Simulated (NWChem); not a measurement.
Species: Si2H4F2; SMILES F[SiH2][SiH2]F

```xyz
8

Si    -1.1374     0.3034     0.3642
F     -1.9070    -0.4164    -0.8991
Si     1.1374    -0.3034     0.3642
F      1.9070     0.4164    -0.8991
H     -1.3101     1.7921     0.2446
H     -1.7747    -0.1710     1.6439
H      1.3101    -1.7921     0.2446
H      1.7747     0.1710     1.6439
```
Atoms are numbered in this order, from 1.

All runs: NWChem. Pople sets run with spherical d functions. Geometry: optimised at PBE-D3(BJ)/def2-SVP. B3LYP is NWChem's, with the RPA form of VWN correlation. Atomic charges in e: unrestrained fits to the electrostatic potential beside Mulliken populations; buried atoms are poorly determined by the fit.

For level Hartree-Fock/6-31G*:

```yaml
Mulliken Si1: 0.86
Mulliken F2: -0.55
Mulliken Si3: 0.86
Mulliken F4: -0.55
```

Q: What are these values for level B3LYP/def2-SVP?

A: The Mulliken Si1 comes out as 0.54 and the Mulliken F2 is -0.35. The Mulliken Si3 comes out as 0.54 and the Mulliken F4 is -0.35.
